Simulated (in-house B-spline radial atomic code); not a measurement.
Inner levels of tungsten as electrons are removed. A shift is the extra binding of the orbital against the neutral atom ([Xe] 4f14 5d3/2(4) 6s2). The density at the nucleus is averaged over the nuclear charge. Computed with a B-spline radial code for spherical atoms: Dirac-Hartree-Fock, jj configuration that fills j = l - 1/2 first, finite nuclei.

A number in brackets counts the electrons of a j subshell.

```csv
ion,configuration,shift of 1s1/2 (eV),shift of 3p1/2 (eV),shift of 2p1/2 (eV),radius of 1s1/2 (bohr),radius of 3p1/2 (bohr),radius of 2p1/2 (bohr),Σ<r²> (bohr²),change of density at nucleus (bohr⁻³)
W37+,[Kr] 4d3/2(1),1603.3,1559.16,1606.52,0.018347,0.18794,0.063692,2.5398,2005.23
W38+,[Ar] 3d10 4s2 4p6,1681.21,1628.39,1682.66,0.018347,0.18769,0.063678,2.3237,2284.64
W39+,[Ar] 3d10 4s2 4p1/2(2) 4p3/2(3),?,?,?,?,?,?,?,?
W40+,[Ar] 3d10 4s2 4p1/2(2) 4p3/2(2),1844.4,1766.22,1837.19,0.018346,0.18728,0.063647,1.8928,2920.32
W41+,[Ar] 3d10 4s2 4p1/2(2) 4p3/2(1),1927.58,1836.17,1915.84,0.018345,0.18707,0.06363,1.6844,3247.14
W42+,[Ar] 3d10 4s2 4p1/2(2),2011.81,1906.8,1995.41,0.018345,0.18686,0.063614,1.4804,3579.95
W43+,[Ar] 3d10 4s2 4p1/2(1),2102.72,1978.18,2077.47,0.018344,0.18689,0.063608,1.2973,3548.9
W44+,[Ar] 3d10 4s2,2194.83,2050.24,2160.47,0.018343,0.18672,0.063599,1.1182,3513
W45+,[Ar] 3d10 4s1,2283.47,2124.08,2243.56,0.018343,0.1865,0.063584,0.9401,-2239.8
W46+,[Ar] 3d10,2373.09,2198.53,2327.49,0.018343,0.18627,0.063569,0.76541,-8140.79
W47+,[Ar] 3d3/2(4) 3d5/2(5),2533.1,2322.04,2486.37,0.018343,0.18524,0.063537,0.71924,-7542.33
W48+,[Ar] 3d3/2(4) 3d5/2(4),?,?,?,?,?,?,?,?
W49+,[Ar] 3d3/2(4) 3d5/2(3),2860.19,2572.95,2810.76,0.018343,0.1832,0.063469,0.63105,-6306.99
W50+,[Ar] 3d3/2(4) 3d5/2(2),3027.27,2700.35,2976.25,0.018343,0.18219,0.063433,0.58891,-5670.05
W51+,[Ar] 3d3/2(4) 3d5/2(1),3196.7,2829.04,3143.93,0.018343,0.18119,0.063396,0.54801,-5020.24
W52+,[Ar] 3d3/2(4),3368.48,2959.03,3313.79,0.018344,0.18019,0.063357,0.50829,-4357.52
W53+,[Ar] 3d3/2(3),3547.67,3082.69,3483.92,0.018344,0.17927,0.063279,0.47094,-3639.51
W54+,[Ar] 3d3/2(2),3729.35,3207.63,3656.14,0.018344,0.17835,0.0632,0.43467,-2907.47
W55+,[Ar] 3d3/2(1),?,?,?,?,?,?,?,?
W56+,[Ne] 3s2 3p6,4100.15,3461.35,4006.79,0.018344,0.17654,0.063036,0.36522,-1400.96
```

Q: Fill in the row of W39+.

A: shift of 1s1/2 (eV): 1762.28; shift of 3p1/2 (eV): 1696.96; shift of 2p1/2 (eV): 1759.46; radius of 1s1/2 (bohr): 0.018346; radius of 3p1/2 (bohr): 0.18749; radius of 2p1/2 (bohr): 0.063663; Σ<r²> (bohr²): 2.1059; change of density at nucleus (bohr⁻³): 2599.5.

Q: Fill in the row of W48+.

A: shift of 1s1/2 (eV): 2695.47; shift of 3p1/2 (eV): 2446.84; shift of 2p1/2 (eV): 2647.47; radius of 1s1/2 (bohr): 0.018343; radius of 3p1/2 (bohr): 0.18422; radius of 2p1/2 (bohr): 0.063504; Σ<r²> (bohr²): 0.67448; change of density at nucleus (bohr⁻³): -6931.06.

Q: Fill in the row of W55+.

A: shift of 1s1/2 (eV): 3913.5; shift of 3p1/2 (eV): 3333.85; shift of 2p1/2 (eV): 3830.43; radius of 1s1/2 (bohr): 0.018344; radius of 3p1/2 (bohr): 0.17745; radius of 2p1/2 (bohr): 0.063119; Σ<r²> (bohr²): 0.39944; change of density at nucleus (bohr⁻³): -2161.3.
